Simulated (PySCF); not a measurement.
Compound: C₄H₁₀OSi₃.
InChI=1S/C4H10OSi3/c6-8(7)4-2-1-3-5-4/h1-3,8H,6-7H3

Torsions of this conformer, `[SiH3:1][SiH:2]([SiH3:3])[c:4]1[cH:5][cH:6][cH:7][o:8]1`: Si1–Si2–C4–C5 -118°.

The closed-shell ground state was solved at several levels (PySCF, density fitting, gas phase, non-relativistic). The structure is a single PBE0-D3(BJ)/def2-SVP conformer in the gas phase; no vibrational or solvent corrections.

```json
{"level": "CAM-B3LYP/def2-SVPD", "basis functions": "255", "HOMO (eV)": "-7.82", "LUMO (eV)": "0.54", "gap (eV)": "8.36", "dipole (D)": "1.14"}
{"level": "mPW1PW91/pcSseg-1", "basis functions": "207", "HOMO (eV)": "-6.66", "LUMO (eV)": "-0.46", "gap (eV)": "6.20", "dipole (D)": "1.16"}
```

Estimate the row for PBE0/pcSseg-1, a basis of 207 functions; the other rows only guide the guess.

HOMO -6.64 eV, LUMO -0.45 eV, gap 6.19 eV, dipole 1.16 D.

How far do the dipole and the HOMO energy spread over the levels?

The dipole runs from 1.14 to 1.16 D (mean 1.15 D) and the HOMO from -7.82 to -6.64 eV.
